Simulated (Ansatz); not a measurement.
C4H5Si (SMILES [C]1=C[SiH2]C=C1), doublet (typed; the unrestricted solution is spin-contaminated), at a GFN2-xTB geometry, atoms displaced at random by about 0.02 Å a coordinate. Base run: HF/def2-SV(P) (Ansatz, a quantum-chemistry and plane-wave program).

Ansatz was given this input:
Ansatz 0.2 input:
```yaml
crystal:
  periodic: [false, false, false]
  atoms:
    - {symbol: C, position_ang: [-1.02544352, 1.10801997, -0.35934112]}
    - {symbol: C, position_ang: [0.25992481, 1.36536537, -0.27062613]}
    - {symbol: Si, position_ang: [1.15127751, -0.35941897, 0.20113912]}
    - {symbol: C, position_ang: [-0.55803182, -1.13446132, 0.13346685]}
    - {symbol: C, position_ang: [-1.52387925, -0.21051267, -0.15397646]}
    - {symbol: H, position_ang: [0.76491457, 2.26703679, -0.40221263]}
    - {symbol: H, position_ang: [1.68766185, -0.29770785, 1.54413118]}
    - {symbol: H, position_ang: [2.01308671, -0.80450142, -0.83371968]}
    - {symbol: H, position_ang: [-0.81181247, -2.20924012, 0.34417238]}
    - {symbol: H, position_ang: [-2.55952856, -0.44647080, -0.22691297]}
basis:
  gaussian:
    orbitals: def2-SV_P_.json
hamiltonian:
  xc: hf
magnetization: {spin_polarized: true, initial_magnetization: 1}
relax: {}
```
The basis file holds def2-SV(P) in the JSON format of the Basis Set Exchange.

Each row names what was changed in the base input (with any setting that the change needs).

```
change                          ΔE vs base (kJ/mol)  optimiser steps  core-seconds (rough)
------------------------------  -------------------  ---------------  --------------------
base                                           0.00                6                    20
relax = escape_saddle: false                   0.00                6                    30
relax = f_tol: 0.0005                          0.00                8                    30
relax = f_tol: 0.002                           0.00                7                    30
relax = f_tol: 0.1                             0.18                4                    20
relax = max_displacement: 0.02                 0.00                8                    20
relax = max_displacement: 0.5                  0.00                6                    30
```
